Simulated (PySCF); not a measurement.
Si(CF3)(H)2(OH) (CH3F3OSi), SMILES O[SiH2]C(F)(F)F. The structure is a stationary point at PBE0-D3(BJ)/def2-SVP. The values are those of a single conformer.

Question: Give the equilibrium geometry at PBE0-D3(BJ)/def2-SVP (PySCF confirms it by a frequency run) as bond lengths and angles. (The exact figures need the calculation; the answer reports its results.)

Answer: Several could match; the one computed here: 
Atoms: Si1 O2 C3 F4 F5 F6 H7 H8 H9. Bonded distances (Å): Si1–O2 1.655, Si1–C3 1.931, Si1–H7 1.482, Si1–H8 1.491, O2–H9 0.962, C3–F4 1.339, C3–F5 1.347, C3–F6 1.342. Bond angles (°): O2–Si1–C3 110.1, O2–Si1–H7 107.5, O2–Si1–H8 113.2, C3–Si1–H7 108.0, C3–Si1–H8 105.2, H7–Si1–H8 112.6, Si1–O2–H9 118.0, Si1–C3–F4 113.0, Si1–C3–F5 111.0, Si1–C3–F6 111.0, F4–C3–F5 107.0, F4–C3–F6 107.4, F5–C3–F6 107.2.
Charge 0, spin multiplicity 1.
